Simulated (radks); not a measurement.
Results of a calculation; reference values are marked as such.
Excited configurations of neutral vanadium: one electron is placed in a higher orbital outside [Ar] 3d4. The ground configuration is [Ar] 3d3 4s2. Level of theory: non-relativistic Kohn-Sham, r2SCAN, spin-polarised, spherical densities, point nucleus; open shells are filled with parallel spins first; meta-GGA in the generalised Kohn-Sham scheme (a radial shooting solver on a logarithmic mesh with Libxc functionals). Excitation = E - E(ground); binding = E(ion) - E, where the ion is the core of charge +1; n* = 1/sqrt(2 binding) in atomic units, and the quantum defect is n - n*.

| outer orbital | excitation (eV) | binding (eV) | n* | quantum defect | eigenvalue (eV) | <r> (bohr) |
|---|---|---|---|---|---|---|
| 5d | 4.334 | 0.928 | 3.829 | 1.171 | -0.524 | 20.29 |
| 7s | 4.531 | 0.731 | 4.314 | 2.686 | -0.466 | 28.96 |
| 7d | 4.824 | 0.437 | 5.578 | 1.422 | -0.280 | 48.09 |
| 7f | 4.938 | 0.323 | 6.486 | 0.514 | -0.210 | 64.26 |

Estimate the row for 5s.

Answer. excitation (eV) 2.936; binding (eV) 2.326; n* 2.418; quantum defect 2.582; eigenvalue (eV) -1.419; <r> (bohr) 9.165. The Delta-SCF ionisation energy is 5.262 eV (NIST Atomic Spectra Database: 6.746 eV, measured). Self-interaction in the functional shifts the binding energies and quantum defects, so they are the method's values and not measured ones. Open shells are spherical and high-spin; term and fine-structure splittings are not resolved.
